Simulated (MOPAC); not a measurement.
Input for MOPAC: PM3 on MgO, a point of a bond scan (R = 2.087 Å).

```
PM3 1SCF PRECISE CHARGE=0 THREADS=1
MgO

Mg    -0.00000000 1    -0.00000000 1    -0.69577288 1
O      0.00000000 1     0.00000000 1     1.39154576 1
```

Program output:

```
*******************************************************************************
 **                                                                           **
 **                              MOPAC v23.2.5                                **
 **                                                                           **
 *******************************************************************************
 ** MOPAC's Digital Object Identifier: https://doi.org/10.5281/zenodo.6511958 **
 **                                                                           **
 ** Please cite the open-source release paper for use of this MOPAC version:  **
 ** J. E. Moussa and J. J. P. Stewart (2026)                                  **
 ** MOPAC: An open-source semiempirical molecular orbital program             **
 ** J. Open Source Softw., 11(119), 8025, https://doi.org/10.21105/joss.08025 **
 *******************************************************************************

                              PM3 CALCULATION RESULTS

 *******************************************************************************
 *  PM3        - The PM3 Hamiltonian to be used
 *
 *
 *
 *                 CHARGE ON SYSTEM = 0
 *
 *
 *
 *  PRECISE    - TIGHTER CRITERIA TO BE USED
 *  1SCF       - DO 1 SCF AND THEN STOP
 *  THREADS=1  - MULTI-THREADING NOT USED
 *  T=         - A TIME OF 172800.0 SECONDS REQUESTED
 *  DUMP=N     - RESTART FILE WRITTEN EVERY 7200.0 SECONDS REQUESTED
 *******************************************************************************
PM3 1SCF PRECISE CHARGE=0 THREADS=1
 MgO

   ATOM   CHEMICAL          X               Y               Z
  NUMBER   SYMBOL      (ANGSTROMS)     (ANGSTROMS)     (ANGSTROMS)

     1      Mg         -0.00000000  *  -0.00000000  *  -0.69577288  *
     2       O          0.00000000  *   0.00000000  *   1.39154576  *



          CARTESIAN COORDINATES

    NO.       ATOM           X           Y           Z

     1        Mg         -0.0000     -0.0000     -0.6958
     2         O          0.0000      0.0000      1.3915

  O: (PM3): J. J. P. STEWART, J. COMP. CHEM. 10, 209 (1989).
 Mg: (PM3): J. J. P. STEWART, J. COMP. CHEM. 12, 320-341 (1991).

           Empirical Formula: O Mg  =     2 atoms



      MOLECULAR POINT GROUP   :   C*v


      RHF CALCULATION, NO. OF DOUBLY OCCUPIED LEVELS = 4


 -------------------------------------------------------------------------------
 PM3 1SCF PRECISE CHARGE=0 THREADS=1
 MgO



     1SCF WAS SPECIFIED, SO BFGS WAS NOT USED
     SCF FIELD WAS ACHIEVED


                              PM3 CALCULATION
                                                       MOPAC v23.2.5 Linux




          FINAL HEAT OF FORMATION =         73.85298 KCAL/MOL =     309.00088 KJ/MOL


          COSMO AREA              =         68.67 SQUARE ANGSTROMS
          COSMO VOLUME            =         49.67 CUBIC ANGSTROMS

          IONIZATION POTENTIAL    =          9.017010 EV
          HOMO LUMO ENERGIES (EV) =         -9.017 -2.545
          NO. OF FILLED LEVELS    =          4
          MOLECULAR WEIGHT        =         40.3044         POINT GROUP:  C*v

          MOLECULAR DIMENSIONS (Angstroms)

            Atom       Atom       Distance
            O     2   Mg     1     2.08732
            O     2   Mg     1     0.00000
           Mg     1    O     2     0.00000


          SCF CALCULATIONS        =          1





   ATOM   CHEMICAL          X               Y               Z
  NUMBER   SYMBOL      (ANGSTROMS)     (ANGSTROMS)     (ANGSTROMS)

     1      Mg         -0.00000000  *  -0.00000000  *  -0.69577288  *
     2       O          0.00000000  *   0.00000000  *   1.39154576  *

                             CARTESIAN COORDINATES

   1   Mg       -0.000000000    -0.000000000    -0.695772880
   2    O        0.000000000     0.000000000     1.391545760


           Empirical Formula: O Mg  =     2 atoms



      MOLECULAR POINT GROUP   :   C*v


                  EIGENVALUES
 -27.75855  -9.33311  -9.01701  -9.01701  -2.54486  -1.10950  -1.10950   1.57990


              NET ATOMIC CHARGES AND DIPOLE CONTRIBUTIONS

  ATOM NO.   TYPE          CHARGE      No. of ELECS.   s-Pop       p-Pop
    1         Mg           0.550361        1.4496     0.03887     1.41077
    2          O          -0.550361        6.5504     1.95212     4.59824
 DIPOLE           X         Y         Z       TOTAL
 POINT-CHG.     0.000     0.000    -5.518     5.518
 HYBRID        -0.000     0.000    -0.906     0.906
 SUM           -0.000     0.000    -6.423     6.423


          ATOMIC ORBITAL ELECTRON POPULATIONS

     Atom    s        px        py        pz
    1 Mg   0.03887   0.18723   0.18723   1.03630
    2  O   1.95212   1.81277   1.81277   0.97270

 **********************
 *                    *
 * JOB ENDED NORMALLY *
 *                    *
 **********************




 == MOPAC DONE ==
```

The run finished.

Cost: about 0.03 core-seconds (a rough figure).
